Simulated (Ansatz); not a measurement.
Input file for `[OH][AlH][BH][SeH]`:

```yaml
crystal:
  periodic: [false, false, false]
  atoms:
    - {symbol: O, position_ang: [-1.588023, 0.579072, -0.033111]}
    - {symbol: Al, position_ang: [0.034866, 1.023851, 0.253747]}
    - {symbol: B, position_ang: [1.349192, -0.607064, -0.013254]}
    - {symbol: Se, position_ang: [0.581460, -2.270454, -0.511415]}
    - {symbol: H, position_ang: [-2.320012, 1.189331, 0.041249]}
    - {symbol: H, position_ang: [0.324895, 2.533916, 0.661663]}
    - {symbol: H, position_ang: [2.537581, -0.665084, 0.100382]}
    - {symbol: H, position_ang: [-0.827759, -1.840670, -0.555060]}
basis:
  gaussian: {orbitals: def2-TZVPP}
correlation: {method: ccsd_t}
output: {orbitals: {seedname: orbitals}}
```

```sh
$ ansatz run in.yaml --threads 2 --pin off --events-out ev --progress --plain --max-ram 4352MiB
```

The program prints (abridged):

```
Functional definition: HF
1280 factors; integrals over basis functions are off by at most 1.3e-3 eV
mean field evaluation 1: about -74657.2856 eV, gradient 4.1e1 eV
mean field evaluation 2: about -74657.4521 eV, gradient 4.1e1 eV
mean field evaluation 4: about -74661.0311 eV, gradient 3.3e0 eV
mean field evaluation 8: about -74661.1011 eV, gradient 2.3e-1 eV
mean field -74661.10165055 eV, -2743.7448785455 hartree, gradient 4.3e-6 eV, S^2 0.000000; 0 other end points of the search recorded, 0 dependent functions left out
16 core orbitals not correlated: weight in the atoms' cores, before any rotation towards them, 1.000 or more for the frozen orbitals, at most 0.000 for the correlated occupied ones
reference -74661.10165055 eV, -2743.7448785455 hartree; 16, 16 occupied and 176, 176 virtual orbitals, 1280 factors
second order -18.94145761 eV of doubles, -0.00000000 eV of singles
cycle   1  -19.15402436 eV  change   -2.1e-1 eV  update   1.1e-1
cycle   2  -19.67752127 eV  change   -5.2e-1 eV  update   3.3e-2
cycle   3  -19.79170212 eV  change   -1.1e-1 eV  update   2.0e-2
cycle   4  -19.77130377 eV  change    2.0e-2 eV  update   6.9e-3
cycle   5  -19.77042969 eV  change    8.7e-4 eV  update   3.5e-3
cycle   6  -19.77143943 eV  change   -1.0e-3 eV  update   1.3e-3
cycle   7  -19.77059828 eV  change    8.4e-4 eV  update   4.5e-4
cycle   8  -19.77060918 eV  change   -1.1e-5 eV  update   1.7e-4
cycle   9  -19.77070033 eV  change   -9.1e-5 eV  update   6.6e-5
cycle  10  -19.77068855 eV  change    1.2e-5 eV  update   2.5e-5
perturbative correction -0.75297363 eV, -0.0276712706 hartree
Total energy: -74681.62531273 eV, -2744.4991092190 hartree
```

Run time 85 s (2 threads of an AMD EPYC 9B14 on a shared host); peak host memory 2.8 GiB.

MP2 recovers 92.3 % of the CCSD(T) correlation energy and the triples give 3.7 %; T1 = 0.0144.
